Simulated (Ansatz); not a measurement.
A nudged elastic band was laid between two geometries of ClF2H4NSi + H2O (12 atoms, charge 0, multiplicity 1).

The calculation used RKS PBE0/6-31G* in Ansatz.

```
movable images  : 5
climbing image  : yes
spring          : 5.0 eV/Å²
optimiser       : quadratic models (default)
start path      : through a guess of the saddle point
force threshold : 0.03 eV/Å
iteration limit : 60
end points      : relaxed
```

Initial state:

```xyz
12
Properties=species:S:1:pos:R:3
Si -0.537 0.927 -0.825
Cl 1.557 0.893 -1.218
F -1.609 0.389 -1.918
F -0.993 0.999 0.751
H -0.671 2.375 -1.114
H 0.279 -1.135 0.438
N -0.309 -1.038 -0.410
H 1.872 -0.065 1.660
O 1.083 -0.520 1.986
H -1.217 -1.463 -0.226
H 0.123 -1.546 -1.180
H 0.421 0.186 2.056
```

Final state:

```xyz
12
Properties=species:S:1:pos:R:3
Si -1.321 0.725 -0.817
Cl 2.850 0.206 -0.442
F -2.346 0.644 -2.040
F -2.214 1.035 0.472
H -0.336 1.794 -1.039
H 0.354 -0.685 1.170
N -0.494 -0.759 -0.528
H 2.175 -0.109 0.685
O 1.109 -0.556 1.793
H -1.023 -1.624 -0.579
H 0.385 -0.857 -1.034
H 0.860 0.187 2.359
```

(1) What changes between the two ends?

(2) Give the energies along the band, and the barrier.

(3) What is the geometry of the highest image?

(4) What are the harmonic wavenumbers there?

Results:

(1) Bonds broken: Si1–Cl2, H6–N7, H8–O9. Bonds formed: Cl2–H8, H6–O9. ClF2H4NSi + H2O becomes ClH + F2H3NSi + H2O.

(2) The run converged. The highest image is number 4 of 0 to 6, 0.85 eV above the first end and 0.25 eV above the last; the last end lies 0.59 eV above the first. A vibrational analysis at the climbing image gives one clearly imaginary mode, 505i cm⁻¹: a first-order saddle point. The orbitals stay closed-shell, which can raise the energy where a bond breaks towards radicals; this wasn't checked here.

```
image  path coordinate (Å)  energy (eV)  Si1–Cl2 (Å)  H6–N7 (Å)  H8–O9 (Å)
    0                 0.00         0.00         2.13       1.04       0.97
    1                 1.36         0.16         2.19       1.04       0.97
    2                 2.71         0.23         2.27       1.05       0.98
    3                 4.07         0.26         2.27       1.04       0.97
    4                 5.42         0.85         3.00       1.43       1.11
    5                 6.85         0.60         3.92       1.89       1.60
    6                 8.27         0.59         4.22       1.90       1.60
```

(3) 
```xyz
12
Properties=species:S:1:pos:R:3
Si -0.948 0.749 -0.813
Cl 2.050 0.575 -0.819
F -0.805 0.794 -2.394
F -2.530 0.763 -0.523
H -0.403 1.899 -0.091
H 0.324 -0.718 0.985
N -0.537 -0.854 -0.148
H 1.793 -0.066 0.744
O 1.249 -0.536 1.589
H -1.372 -1.418 0.005
H 0.094 -1.353 -0.778
H 1.086 0.164 2.241
```

(4) 505i, 69, 82, 123, 174, 261, 288, 380, 411, 477, 492, 658, 667, 772, 815, 878, 886, 954, 967, 1059, 1268, 1474, 1603, 1632, 1787, 2060, 2414, 3504, 3600, 3801 cm⁻¹.

Time of the run: 5.1 min on 2 threads of AMD EPYC 7R13 Processor (Zen 3) (shared host), peak memory 0.28 GiB.
